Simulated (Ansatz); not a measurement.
Consider the substitution at a C–B bond: `CB(Cl)[SeH]` + `FC1NCO1` → `CN1COC1F` + `ClB[SeH]`.

Computed with Ansatz on PBE0-D4/def2-TZVP structures; ΔE is electronic, products minus reactants. CCSD(T)/CBS adds triple-zeta CCSD(T) − MP2 to the extrapolated MP2 energy (def2 sets, frozen cores). Functionals use def2-TZVPP. For Se outer-core shells are correlated without core-valence functions, which leaves a few kJ/mol of doubt a bond. Scalar relativity is left out up to krypton. Each species was taken in one conformer, which may not be the lowest.

`CB(Cl)[SeH]`:

Cartesian coordinates in Å:
```
C -0.449 -0.422 -0.701
B -0.194 0.385 0.604
Cl -1.564 1.004 1.524
Se 1.539 0.792 1.352
H -1.059 -1.302 -0.473
H -1.040 0.182 -1.398
H 0.458 -0.751 -1.209
H 2.308 0.111 0.301
```

`FC1NCO1`:

Cartesian coordinates in Å:
```
F 0.076 -2.077 0.473
C -0.127 -0.936 -0.235
N -0.690 0.132 0.539
C 0.492 0.905 0.165
O 1.070 -0.246 -0.456
H -0.645 -1.239 -1.154
H -1.581 0.482 0.217
H 0.316 1.712 -0.555
H 1.090 1.267 1.006
```

`CN1COC1F`:

Z-matrix (Å, degrees):
```
C
N 1 1.440
H 1 1.092 2 109.0
H 1 1.091 2 109.4 3 -117.3
H 1 1.098 2 113.5 3 121.5
C 2 1.454 1 121.1 3 -71.2
C 2 1.434 1 121.2 3 -177.7
O 6 1.434 2 90.0 1 -134.7
H 6 1.093 2 115.3 1 110.9
H 6 1.100 2 115.2 1 -20.1
F 7 1.379 2 113.9 1 20.2
H 7 1.094 2 118.5 1 -105.0
```

`ClB[SeH]`:

```xyz
5

Cl   -0.258    0.398   -2.125
B    -0.262   -0.096   -0.453
Se    1.023    0.672    0.743
H    -1.057   -0.896   -0.081
H     0.555   -0.078    1.916
```

```csv
level,ΔE (kJ/mol)
r2SCAN,70.5
HF/CBS(def2),62.8
```

(1) What does CCSD(T)/CBS give? (Best estimate.)

Largest T1 diagnostic among the species: 0.012.

Answers

(1) Computed: +68.0 kJ/mol. The listed levels differ from it by 2.5, -5.2 kJ/mol.

In def2-TZVPP, CCSD(T) changes the Hartree–Fock value by +3.1 kJ/mol (the triples alone add −0.4 kJ/mol) and MP2 by +6.6 kJ/mol.
